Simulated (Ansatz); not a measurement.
```yaml
crystal:
  periodic: [false, false, false]
  atoms:
    - {symbol: C, position_ang: [-1.075826, 0.271505, 0.265363]}
    - {symbol: Ge, position_ang: [0.153562, -0.047647, -0.035587]}
    - {symbol: O, position_ang: [0.794930, 0.012007, 0.946652]}
    - {symbol: O, position_ang: [0.569748, 0.573021, -0.793005]}
    - {symbol: O, position_ang: [0.186210, -1.224678, -0.457067]}
    - {symbol: H, position_ang: [-0.909689, 0.980145, 0.550144]}
    - {symbol: H, position_ang: [-1.482472, 0.398624, -0.321360]}
    - {symbol: H, position_ang: [-1.200674, -0.184926, 0.603885]}
    - {symbol: H, position_ang: [1.083105, -0.483026, 1.035199]}
    - {symbol: H, position_ang: [1.084683, 0.777184, -0.633856]}
    - {symbol: H, position_ang: [0.548557, -1.263054, -1.040915]}
basis:
  gaussian: {orbitals: def2-mTZVP, fitting: {mean_field: cc-pVTZ-jkfit}}
hamiltonian: {xc: {name: wB97}, pseudopotentials: {relativity: scalar}}
accuracy: high
```

```sh
$ ansatz run in.yaml --threads 4 --pin off --events-out ev --progress --plain --max-ram 10444MiB
```

Shortened log:

```
Functional definition: wB97
703 factors; integrals over basis functions are off by at most 6.1e-2 eV
703 factors; integrals over basis functions are off by at most 3.7e-5 eV
mean field evaluation 1: about -64122.8972 eV, gradient 1.4e2 eV
mean field evaluation 2: about -64132.5523 eV, gradient 1.1e2 eV
mean field evaluation 4: about -64147.6838 eV, gradient 6.2e0 eV
mean field evaluation 8: about -64147.7142 eV, gradient 8.8e-2 eV
mean field evaluation 16: about -64147.7142 eV, gradient 1.9e-5 eV
mean field -64147.71422617 eV, -2357.3850169293 hartree, gradient 6.9e-8 eV, S^2 0.000000; 0 other end points of the search recorded, 0 dependent functions left out
reference -64147.71422527 eV, -2357.3850168962 hartree; 34, 34 occupied and 111, 111 virtual orbitals, 703 factors
Total energy: -64147.71422527 eV, -2357.3850168962 hartree
Relativity: scalar
```

(1) What is wrong with this run?

Results:

(1) The geometry is squeezed to about two thirds of its size. The run converged. The result belongs to that input, not to the molecule as meant.
